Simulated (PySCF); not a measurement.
An equivalent PySCF input for Mn (manganese, neutral), [Ar] 3d5 4s2, high-spin 6S determinant, with no relativity, point nucleus:

```python
from pyscf import gto, scf, dft, mp, cc
import basis_set_exchange as bse
mol = gto.M(atom="Mn 0 0 0", charge=0, spin=5, symmetry="D2h",
            basis=gto.basis.parse(bse.get_basis("def2-SVP", elements=["Mn"], fmt="nwchem", header=False)))
mf = dft.UKS(mol, xc="LDA,VWN")
mf.irrep_nelec = {'Ag': (6, 4), 'B1g': (1, 0), 'B2g': (1, 0), 'B3g': (1, 0), 'B1u': (2, 2), 'B2u': (2, 2), 'B3u': (2, 2)}
mf.kernel()
```

It reaches the same state as the run whose output follows, with an energy that differs only through the grid. The run itself started from symmetry-adapted Hartree-Fock orbitals and held the occupation by maximum overlap, on a logarithmic radial grid, so the iterations belong to that start.

```
SCF conv_tol = 1e-09
number electrons alpha = 15  beta = 10
XC functionals = LDA,VWN
    P. A. M. Dirac.,  Math. Proc. Cambridge Philos. Soc. 26, 376 (1930)
    F. Bloch.,  Z. Phys. 57, 545 (1929)
    S. H. Vosko, L. Wilk, and M. Nusair.,  Can. J. Phys. 58, 1200 (1980)
cycle= 1 E= -1148.4344798314  delta_E= -0.00573  |g|= 0.072  |ddm|= 0.504
cycle= 2 E= -1148.43463285992  delta_E= -0.000153  |g|= 0.0677  |ddm|= 0.123
cycle= 3 E= -1148.43669962731  delta_E= -0.00207  |g|= 0.00119  |ddm|= 0.0895
cycle= 4 E= -1148.43670051128  delta_E= -8.84e-07  |g|= 2.24e-05  |ddm|= 0.00495
cycle= 5 E= -1148.43670051151  delta_E= -2.33e-10  |g|= 1.21e-06  |ddm|= 4.22e-05
converged SCF energy = -1148.43670051151  <S^2> = 8.7600887  2S+1 = 6.003362
```
